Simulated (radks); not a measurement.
Values are calculated unless marked as measured or tabulated.
Task: Kr12+, configuration [Ar] 3d6. Level of theory: scalar-relativistic Kohn-Sham, r2SCAN, spin-polarised, spherical densities, finite nucleus; open shells are filled with parallel spins first; meta-GGA in the generalised Kohn-Sham scheme; Fermi nuclear charge, rms radius 4.1884 fm (a radial shooting solver on a logarithmic mesh with Libxc functionals). Some entries of the table are withheld. Estimate them.

orbital  occ.  eigenvalue (eV)  <r^2> (bohr^2)  <1/r> (bohr^-1)
1s down     1        -14521.94        0.002320            36.76
1s up       1        -14521.93        0.002320            36.76
2s up       1        -2209.333         0.03956            8.185
2s down     1        -2201.583         0.03938            8.205
2p up       3        -1989.302         0.03131            7.986
2p down     3        -1983.551         0.03112            8.004
3s up       1        -567.6938          0.2900            2.857
3s down     1        -557.3792          0.2936            2.830
3p up       3        -496.0312          0.2950            2.726
3p down     3        -485.3942          0.2995            2.698
3d up       5        -381.1226          0.2754            2.526
3d down     1        -368.9652          0.2830            2.502
4s up       0              (1)             (2)            1.258
4s down     0              (3)             (4)            1.238
4p up       0        -203.4553           1.529            1.184
4p down     0        -199.3993           1.579            1.162

Result: 
(1) 4s up eigenvalue (eV): -227.1529
(2) 4s up <r^2> (bohr^2): 1.389
(3) 4s down eigenvalue (eV): -222.8352
(4) 4s down <r^2> (bohr^2): 1.427
